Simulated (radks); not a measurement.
The numbers below are computed, except where a source is named.
Fractional charge and spin in the 5d shell of osmium: the spin-up occupation runs from 4 to 5 and the spin-down occupation from 0 to 1; the fullest corner is Os+, [Xe] 4f14 6s(up 0.5, down 0.5) 5d(up 5, down 1). Code: a radial shooting solver on a logarithmic mesh with Libxc functionals. Model: scalar-relativistic Kohn-Sham, PBE, spin-polarised, spherical densities, point nucleus. Energy (eV) above the fullest corner. The planes named below are the two flat planes that join the four corners, with an edge along up + down = one added electron.

down \ up,4,4.25,4.5,4.75,5
0,50.297,40.974,32.437,24.668,17.652
0.25,41.751,33.243,25.502,18.511,12.253
0.5,33.953,26.241,19.278,13.045,7.524
0.75,26.887,19.953,13.748,8.253,3.447
1,20.537,14.362,8.894,4.114,0.000

Corners above the fullest one (they belong to Os2+ and the next ion): (up 5, down 0) 17.652 eV, (up 4, down 1) 20.537 eV, (up 4, down 0) 50.297 eV. With half an added electron in each spin the energy lies 0.183 eV from the planes, and with half an added electron in spin up alone -1.538 eV. The planes are only a guide here: the flat-plane condition holds for ground states with one frontier orbital, while this shell lies below other occupied shells, so the corners above the fullest one are inner-hole states and not the ground states of those ions.
